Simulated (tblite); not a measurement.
Compound: C5H10OSi3.
Cartesian coordinates in Å at the GFN2-xTB level; atoms count from 1:
```xyz
19
C5H10OSi3 angstrom
C      3.528   -0.214   -0.094
C      2.822    0.314   -1.131
O      1.507    0.288   -0.869
C      1.342   -0.264    0.360
Si    -0.418   -0.419    0.978
Si    -1.962   -1.279   -0.566
C     -2.860    0.431   -0.483
Si    -1.761    1.488    0.706
C      2.568   -0.588    0.873
H      4.592   -0.321   -0.029
H      3.130    0.724   -2.073
H     -0.250   -1.042    2.305
H     -2.860   -2.374   -0.172
H     -1.536   -1.596   -1.935
H     -3.879    0.333   -0.109
H     -2.961    0.890   -1.465
H     -1.224    2.676    0.030
H     -2.540    2.001    1.842
H      2.754   -1.039    1.826
```

Computed with GFN2-xTB (tblite): harmonic, unscaled wavenumbers at the GFN2-xTB geometry, gas phase. This tight-binding method is rough: wavenumbers can miss measured ones by several per cent, in bad cases by 10 to 20. Modes of hydrogen on silicon can be 10 to 20 % off. One conformer, not necessarily the lowest.

Harmonic wavenumbers (cm⁻¹): 26.5, 36.8, 56.8, 71.1, 189.9, 198.8, 294.3, 324.3, 353.1, 384.2, 403.2, 455.2, 491.1, 504.0, 510.4, 583.0, 594.4, 600.5, 618.0, 646.0, 658.7, 710.1, 726.4, 765.9, 803.5, 814.3, 819.5, 845.5, 858.8, 906.6, 967.1, 1039.5, 1093.3, 1113.5, 1114.6, 1178.8, 1212.5, 1361.1, 1439.1, 1479.8, 1554.1, 2123.2, 2176.0, 2185.2, 2197.6, 2202.1, 2980.0, 2996.5, 3159.2, 3173.0, 3183.1.

A = 1979, B = 583.8, C = 551.2 MHz; mass 170.004 u (most abundant isotopes); point group Cs, symmetry number 1.

Task: What is the zero-point energy?

Result: Half the sum of the wavenumbers: 27590 cm⁻¹ = 330.05 kJ/mol.

Task: Give the ideal-gas entropy at 298.15 K and 1 bar in the rigid-rotor, harmonic-oscillator model (classical rotation).

Result: Translation 172.91, rotation 128.04, vibration 159.40: S = 460.3 J/(mol K).

Task: And Cp and H(298.15 K) − H(0)?

Result: Cp = 195.24 J/(mol K), of which vibrations give 161.98 (their classical limit is 51 R = 424.0); H(298.15 K) − H(0) = 33.69 kJ/mol without the zero-point energy, 23.78 from vibrations.

Task: How do the functions run with temperature in this model?

Result: 
```json
{"T (K)": "150", "S (J/(mol K))": "358.2", "Cp (J/(mol K))": "109.9", "H − H(0) (kJ/mol)": "10.94", "G − H(0) (kJ/mol)": "-42.79", "ln q(vib)": "4.86"}
{"T (K)": "250", "S (J/(mol K))": "428.3", "Cp (J/(mol K))": "169.2", "H − H(0) (kJ/mol)": "24.91", "G − H(0) (kJ/mol)": "-82.16", "ln q(vib)": "8.04"}
{"T (K)": "400", "S (J/(mol K))": "524.5", "Cp (J/(mol K))": "241.3", "H − H(0) (kJ/mol)": "56.03", "G − H(0) (kJ/mol)": "-153.76", "ln q(vib)": "12.86"}
{"T (K)": "600", "S (J/(mol K))": "635.0", "Cp (J/(mol K))": "302.9", "H − H(0) (kJ/mol)": "110.95", "G − H(0) (kJ/mol)": "-270.03", "ln q(vib)": "19.13"}
{"T (K)": "900", "S (J/(mol K))": "769.0", "Cp (J/(mol K))": "356.9", "H − H(0) (kJ/mol)": "210.71", "G − H(0) (kJ/mol)": "-481.44", "ln q(vib)": "27.72"}
```

q(vib) and H(0) count from the zero-point level.

Task: Which modes carry the vibrational entropy at 298.15 K?

Result: 26.5 cm⁻¹: 25.42; 36.8 cm⁻¹: 22.70; 56.8 cm⁻¹: 19.10; 71.1 cm⁻¹: 17.25; 189.9 cm⁻¹: 9.33; 198.8 cm⁻¹: 8.97 J/(mol K); the other 45 give 56.64 together.

Task: Blend soft modes into free rotors: weight 1/[1 + (100 cm⁻¹/ν̃)⁴] for the oscillator and the rest for a rotor with moment μB/(μ + B), μ = h/(8π²ν), B = 10⁻⁴⁴ kg m². What vibrational entropy results?

Result: 137.66 J/(mol K) in place of 159.40, which changes −T·S at 298.15 K by +6.48 kJ/mol.

Hindered rotation and anharmonicity are outside this model. Other conformers, if any are populated, would add a mixing term that is left out.

On one thread of an Arm Neoverse N1 (shared host), this took 1.9 s wall. The figure is for the frequency step alone.
